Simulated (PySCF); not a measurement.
## Spinor energies of Zn (zinc, neutral)

Start: [Ar] 3d10 4s1 5s1; 4s1/2 filled at m_j = +1/2; 5s1/2 filled at m_j = +1/2. Calculated with PySCF 2.14 in x2c-TZVPall-2c with one added diffuse shell each of s, p, d type (7s8p5d1f, 63 functions): generalised Hartree-Fock with the X2C-1e Hamiltonian and a Gaussian nucleus; one run each with spin-orbit coupling (SO) switched off, then screened by Boettger's factors. This is a chosen level, not necessarily the ground level.

```json
{"spinor shell": "1s1/2", "electrons": "2", "ε, spin-free (eV)": "-9735.1", "ε, screened SO (eV)": "-9734.9", "weight of nominal j (screened SO)": "1.000", "rms radius, screened SO (bohr)": "0.0580"}
{"spinor shell": "2s1/2", "electrons": "2", "ε, spin-free (eV)": "-1238.7", "ε, screened SO (eV)": "-1238.6", "weight of nominal j (screened SO)": "1.000", "rms radius, screened SO (bohr)": "0.244"}
{"spinor shell": "2p1/2", "electrons": "2", "ε, spin-free (eV)": "-1070.1", "ε, screened SO (eV)": "-1086.5", "weight of nominal j (screened SO)": "1.000", "rms radius, screened SO (bohr)": "0.217"}
{"spinor shell": "2p3/2", "electrons": "4", "ε, spin-free (eV)": "-1070.1", "ε, screened SO (eV)": "-1062.1", "weight of nominal j (screened SO)": "1.000", "rms radius, screened SO (bohr)": "0.220"}
{"spinor shell": "3s1/2", "electrons": "2", "ε, spin-free (eV)": "-162.98", "ε, screened SO (eV)": "-162.98", "weight of nominal j (screened SO)": "1.000", "rms radius, screened SO (bohr)": "0.732"}
{"spinor shell": "3p1/2", "electrons": "2", "ε, spin-free (eV)": "-110.75", "ε, screened SO (eV)": "-113.00", "weight of nominal j (screened SO)": "1.000", "rms radius, screened SO (bohr)": "0.770"}
{"spinor shell": "3d3/2", "electrons": "4", "ε, spin-free (eV)": "-25.986", "ε, screened SO (eV)": "-26.249", "weight of nominal j (screened SO)": "0.999", "rms radius, screened SO (bohr)": "0.996"}
{"spinor shell": "3d5/2", "electrons": "6", "ε, spin-free (eV)": "-25.986", "ε, screened SO (eV)": "-25.811", "weight of nominal j (screened SO)": "0.999", "rms radius, screened SO (bohr)": "1.00"}
{"spinor shell": "4s1/2", "electrons": "1", "ε, spin-free (eV)": "-13.120", "ε, screened SO (eV)": "-13.121", "weight of nominal j (screened SO)": "1.000", "rms radius, screened SO (bohr)": "2.70"}
{"spinor shell": "5s1/2", "electrons": "1", "ε, spin-free (eV)": "-2.536", "ε, screened SO (eV)": "-2.536", "weight of nominal j (screened SO)": "1.000", "rms radius, screened SO (bohr)": "7.85"}
```

Problem. Where does 3p3/2 lie, and what is the 3p spin-orbit splitting (screened SO)?

Solution. At -109.67 eV, 3.329 eV above 3p1/2.

```csv
quantity,spin-free,screened SO
E (hartree),-1794.03401,-1794.08507
M_J,1,1
⟨J²⟩,2.001,2.001
⟨L²⟩,0.000,0.002
⟨S²⟩,2.001,2.003
```

Without spin-orbit coupling the j labels of p, d and f shells carry no meaning; the spin-free column gives the mean over the occupied spinors of each nl shell.
